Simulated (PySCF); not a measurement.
Spectrum to structure. Method: TDDFT PBE0/def2-SVPD, vertical, gas phase, core orbitals frozen in the response (PySCF). Geometries: GFN2-xTB, one conformer each.

| state | ν̃ (cm⁻¹) | f | main configurations (H = HOMO, L = LUMO) |
| --- | --- | --- | --- |
| S1 | 46860 | 0.0047 | H→L (98%) |
| S2 | 53870 | 0.023 | H→L+1 (88%), H→L+2 (9%) |
| S3 | 55050 | 0.0010 | H-1→L (96%) |
| S4 | 55690 | 0.026 | H→L+2 (88%), H→L+1 (8%) |
| S5 | 57880 | 0.0098 | H→L+3 (98%) |
| S6 | 58570 | 0.0029 | H→L+5 (87%), H→L+4 (12%) |

Triplets computed (Tamm–Dancoff): 5.67, 6.49 eV.

Orbital energies (eV): HOMO-3 -9.52, HOMO-2 -9.24, HOMO-1 -7.94, HOMO -6.75, LUMO 0.14, LUMO+1 0.80, LUMO+2 1.30.

Problem. Which structure fits?
A. `N[Si@H]1CCCO1`
B. `[SiH3]O[C@]12C[C@H]1C2`
C. `C(N(C)C)([SiH3])=O`

Solution. B. Its S1 lies at 5.81 eV; the nearest of the others has S1 at 6.55 eV. S1 is HOMO→LUMO (98%). Löwdin shares by element: HOMO carbon 58% or more, oxygen 16% (atoms not listed hold the other 25%); LUMO silicon 41%, hydrogen 34% or more (atoms not listed hold the other 25%). At the same level the other candidates give, for their lowest levels:
- `N[Si@H]1CCCO1`: 6.55 eV (f 0.033); 6.92 eV (f 0.001); 7.38 eV (f 0.019); 7.43 eV (f 0.025); 7.51 eV (f 0.022); T1 6.18 eV; HOMO -7.35, LUMO 0.57 eV
- `CN(C)C(=O)[SiH3]`: 4.83 eV (f 0.003); 6.19 eV (f 0.132); 6.28 eV (f 0.034); 6.37 eV (f 0.022); 6.75 eV (f 0.048); T1 4.20 eV; HOMO -6.96, LUMO -0.16 eV

Shape of the structure used: `[SiH3:1][O:2][C@:3]12[CH2:4][C@H:5]1[CH2:6]2`: Si1–O2–C3–C4 -107°.

Without π bonds the low states are Rydberg-like; a valence basis with one diffuse set may place them up to an eV too high.
